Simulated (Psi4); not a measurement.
InH3SO2 (SMILES [OH][In]([OH])[SH]): entropy by statistical mechanics

A singlet with charge 0, relaxed at PBE0-D4/def2-TZVP (density fitting, core potential) (Psi4 1.11):

```xyz
7

O    -0.0476    1.8256   -0.9092
In    0.0264    0.0616   -0.0188
O    -1.0991   -1.3192   -0.8674
S     1.3116   -0.4626    1.8922
H     0.5042    2.4924   -0.4939
H    -1.5666   -0.9740   -1.6329
H     0.8755   -1.7346    1.8942
```

Harmonic wavenumbers in cm⁻¹: 84, 123, 128, 211, 272, 309, 359, 603, 614, 682, 808, 839, 2707, 3880, 3894.

Masses in u: O 15.999, In 114.818, S 32.06, H 1.008. Take T = 298.15 K, p = 1 bar, R = 8.3145 J/(mol K), kT/hc = 207.22 cm⁻¹, rigid rotor and harmonic oscillator.

Work out S° at 298 K.


1. Translation (Sackur–Tetrode): S = R[3/2 ln M + 5/2 ln T − 1.1517] with M = 181.9 gives 173.8 J/(mol K).
2. Rotation: principal moments 97.943, 216.738, 314.681 u Å² give A, B, C = 0.1721, 0.0778, 0.0536 cm⁻¹; the symmetry number is σ = 1; q = (√π/σ)√((kT/hc)³/ABC) = 197360; S = R(ln q + 3/2) = 113.8.
3. Vibration: with u = ν̃/207.22, each mode gives R[u/(eᵘ − 1) − ln(1 − e⁻ᵘ)]; the sum is 73.3, most from 84 cm⁻¹ (15.9), 123 cm⁻¹ (12.8), 128 cm⁻¹ (12.5).
4. Spin: R ln 1 = 0.0.
5. Sum: 173.8 + 113.8 + 73.3 + 0.0 = 360.9 J/(mol K).

No measured value is set beside it here. Where a soft mode is a torsion, a harmonic oscillator describes it poorly.
